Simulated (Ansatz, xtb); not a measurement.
Relative energy of two structures of CBF2O

Structure a is a doublet given by its coordinates and structure b is `O=[C]B(F)F`, a doublet. Both are isolated molecules in the gas phase, relaxed with B3LYP/6-31G*; the shapes shown needn't be the lowest conformers.

a (Å):

```csv
atom,x (Å),y (Å),z (Å)
C,1.1741,-1.2227,0.0527
B,-0.6983,0.4712,0.6216
F,-1.1494,1.2655,-0.3269
F,-1.2893,0.3963,1.7960
O,0.4731,-0.2197,0.4160
```

Close contacts (Å): C1–O5 1.28, B2–F3 1.32, B2–F4 1.32, B2–O5 1.38.

b (Å):

```xyz
5

C    -0.7161   -1.6542    1.4630
B    -0.9198   -0.1999    1.1563
F    -1.3640    0.6126    2.1125
F    -0.6528    0.2526   -0.0666
O    -0.5571   -2.7891    1.7023
```

**Question.** Which of the two would you expect CCSD(T)/def2-SVP + ΔMP2/def2-TZVPP electronic energies to favour?

**Answer.** Structure b; the calculation gives E(b) − E(a) = −1.505 eV.

How the difference moves with the method:

| level | geometry | E(b) − E(a) (eV) | departure from the last row (eV) | job, with rough time for the two |
| --- | --- | --- | --- | --- |
| GFN2-xTB | GFN2-xTB | −1.129 | +0.376 | optimisation, 0.14 s |
| HF/STO-3G | GFN2-xTB | −0.468 | +1.037 | single point, 0.56 s |
| r2SCAN-D4/def2-SVP | GFN2-xTB | −1.686 | −0.181 | single point, 4.8 s |
| B3LYP/6-31G* | B3LYP/6-31G* | −1.512 | −0.007 | optimisation, 1.7 min |
| HF/def2-SVP | B3LYP/6-31G* | −0.799 | +0.705 | part of the CCSD(T) run |
| MP2/def2-SVP | B3LYP/6-31G* | −1.696 | −0.191 | part of the CCSD(T) run |
| CCSD(T)/def2-SVP | B3LYP/6-31G* | −1.485 | +0.019 | single point |
| CCSD(T)/def2-SVP + ΔMP2/def2-TZVPP | B3LYP/6-31G* | −1.505 |  | single point, 49 s |

The levels shown agree on the order. The largest departure from CCSD(T)/def2-SVP + ΔMP2/def2-TZVPP is that of HF/STO-3G, 1.037 eV. The last row adds to CCSD(T) the change of the MP2 difference between the two basis sets, here −0.019 eV.

With harmonic frequencies from B3LYP/6-31G* (ideal gas, rigid rotor, one conformer each, 298.15 K, 1 atm): the zero-point term adds +0.036 eV; ΔH is −1.474 and ΔG −1.433 eV.

Open shells are spin-unrestricted. The correlated steps freeze 5 core orbitals. Codes used: Ansatz 0.2.0, xtb 6.7.1; the last row on 1 thread of Arm Neoverse V1 on a shared host.
